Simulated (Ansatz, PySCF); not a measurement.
Process, species as SMILES: CN(C)[Si](Cl)(Cl)Cl + 6 [H][H] (H2) → 2 C (CH4) + 3 Cl (HCl) + N (NH3) + [SiH4] (SiH4)
Geometries: B3LYP-D3(BJ)/def2-TZVP minima from Ansatz (an electronic-structure program), one conformer each, not searched for the lowest. Frequencies are from Ansatz or PySCF.

Property: energy of full hydrogenation (0 K, with B3LYP-D3(BJ) harmonic zero-point energies), in kcal/mol. Valence correlation only, unless marked. Spin-orbit coupling is left out. Non-relativistic. CBS marks a two-point X^-3 extrapolation of the correlation energy; Hartree-Fock from the larger set.

| level | program | energy of full hydrogenation (kcal/mol) |
|---|---|---|
| SVWN5/def2-TZVPD | Ansatz | 36.3 |
| BLYP-D4/def2-TZVPD | Ansatz + dftd4 | 37.7 |
| B97M-V/def2-TZVPD | Ansatz | 30.1 |
| r2SCAN0-D4/def2-TZVPD | Ansatz + dftd4 | 36.2 |
| MP2/6-31G* | Ansatz | 58.6 |
| CCSD/6-31G* | Ansatz | 48.2 |
| CCSD(T)/CBS(cc-pV(T+d)Z,cc-pV(Q+d)Z) | Ansatz | 36.5 |
